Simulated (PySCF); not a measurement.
ZrF3, SMILES [F][Zr+]([F])[F], charge +1, multiplicity 1. The structure is a stationary point at B3LYP-D3(BJ)/def2-TZVP. The spin state was assumed, not searched. The isomer is the one that the SMILES or the coordinates give; other isomers of the formula were not compared. The def2 effective core potentials stand for the cores of Zr; spin–orbit coupling is left out.

Level of theory: B3LYP-D3(BJ)/def2-TZVP run with PySCF.

Harmonic wavenumbers (cm⁻¹): 136, 179, 179, 750, 755, 755. Rotational constants (GHz): 5.069, 5.069, 2.900; symmetry number 3.

Problem. Work out the zero-point energy and the ideal-gas rigid-rotor harmonic-oscillator thermochemistry at 298.15 K and 1 atm.

Solution. ZPE = ½ Σ hcν = ½ × 2756 cm⁻¹ = 3.94 kcal/mol. H − E(el) = 7.65 kcal/mol. Entropy in cal/(mol K): translation 40.89, rotation 23.69, vibration 8.27, total 72.85. G − E(el) = -14.07 kcal/mol. Cp = 15.79 cal/(mol K). Modes under 150 cm⁻¹ make the vibrational entropy uncertain.
